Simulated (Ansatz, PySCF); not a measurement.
TaOCl₃, SMILES [O]=[Ta]([Cl])([Cl])[Cl], multiplicity 1. Atoms are numbered in the order given.

```xyz
5

Ta    -0.0003    -0.0001    -0.1066
O     -0.0001     0.0000    -1.8196
Cl     1.9044     1.0995     0.5593
Cl     0.0004    -2.1993     0.5591
Cl    -1.9045     1.1000     0.5591
```
Charge 0, spin multiplicity 1.

Coordinates come from a r2SCAN-D4/def2-SVP optimisation. The multiplicity is an assumed one; no other spin state was optimised. The isomer is the one that the SMILES or the coordinates give; other isomers of the formula were not compared. The def2 effective core potentials stand for the cores of Ta; spin–orbit coupling is left out.

Two levels are set side by side: PBE-D3(BJ)/def2-SVP (Ansatz, a program for electronic structure) and r2SCAN-D4/def2-SVP (Ansatz). Each level has its own optimised geometry; the coordinates shown are those of the second. Frequencies come from the Hessian of PySCF at each geometry. Differences are taken from unrounded values.

```tsv
quantity	r2SCAN-D4	PBE-D3(BJ)	PBE-D3(BJ) minus r2SCAN-D4
mean bond length (Å)	2.152	2.159	0.007
bond Ta1–O2 (Å)	1.713	1.723	0.010
bond Ta1–Cl3 (Å)	2.298	2.304	0.006
bond Ta1–Cl4 (Å)	2.298	2.304	0.006
bond Ta1–Cl5 (Å)	2.298	2.304	0.006
highest harmonic wavenumber (cm⁻¹)	1012	980	-32
mean harmonic wavenumber (cm⁻¹)	333	323	-10
zero-point energy (kcal/mol)	4.28	4.15	-0.12
```
